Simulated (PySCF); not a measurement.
## Frontier levels across methods

CH₈AlNO.
Atom-mapped SMILES: `[CH3:1][O:2][AlH2-:3][NH3+:4]` (hydrogens: H5, H6, H7 on C1; H8, H9 on Al3; H10, H11, H12 on N4)

Structure used (PBE0-D3(BJ)/def2-SVP), in Å, numbered top down from 1:
```xyz
12
CH8AlNO angstrom
C      1.8260   -1.1181    0.4199
O      0.5713   -0.5828    0.2076
Al    -0.1286    1.0072    0.2892
N     -1.9178    0.3430   -0.4464
H      2.6165   -0.6232   -0.1816
H      1.8460   -2.1898    0.1448
H      2.1463   -1.0582    1.4804
H      0.3210    2.0633   -0.8338
H     -0.5643    1.5510    1.7355
H     -1.7590   -0.0940   -1.3556
H     -2.6391    1.0562   -0.5570
H     -2.2800   -0.3822    0.1748
```

Basis pcSseg-2 throughout (PySCF), one geometry. Geometry: PBE0-D3(BJ)/def2-SVP, one conformer, isolated molecule.

Q: How do the orbital energies, the gap and the dipole change with the method?

A: 
```tsv
method	kind	HOMO (eV)	LUMO (eV)	gap (eV)	μ (D)	SCF cycles
BLYP	GGA	-5.27	-1.22	4.05	4.58	15
OPBE	GGA	-5.27	-1.06	4.21	4.68	16
PBE	GGA	-5.34	-1.19	4.15	4.61	15
B97-D	GGA	-5.38	-1.05	4.33	4.63	15
LDA	LDA	-5.43	-1.25	4.18	4.57	14
KT2	GGA	-5.45	-1.19	4.26	4.53	16
BP86	GGA	-5.45	-1.05	4.40	4.62	16
KT3	GGA	-5.46	-1.39	4.08	4.56	15
B97-2	global hybrid	-6.51	-0.39	6.12	4.63	14
B3LYP	global hybrid	-6.56	-0.75	5.81	4.59	13
PBE0	global hybrid	-6.75	-0.41	6.34	4.62	14
mPW1PW91	global hybrid	-6.79	-0.41	6.38	4.62	13
BHandHLYP	global hybrid	-8.11	0.13	8.25	4.58	12
CAM-B3LYP	range-separated hybrid	-8.18	0.29	8.46	4.57	13
wB97X-D	range-separated hybrid	-8.66	1.35	10.01	4.63	13
LC-wPBE	range-separated hybrid	-9.49	1.50	10.99	4.61	13
HF	Hartree–Fock	-10.19	1.88	12.07	4.62	10
```

The HOMO spans 4.93 eV, from BLYP down to HF, and the gap runs from 4.05 eV (BLYP) to 12.07 eV (HF). Over the methods BLYP (0 %), OPBE (0 %), PBE (0 %), B97-D (0 %), LDA (0 %), KT2 (0 %), BP86 (0 %), KT3 (0 %), B97-2 (21 %), B3LYP (20 %), PBE0 (25 %), mPW1PW91 (25 %), BHandHLYP (50 %), HF (100 %), a straight line through the gap against the share of exact exchange rises by 0.79 eV for each 10 % (correlation coefficient 0.998). The dipole ranges from 4.53 D (KT2) to 4.68 D (OPBE). This basis has no diffuse functions.
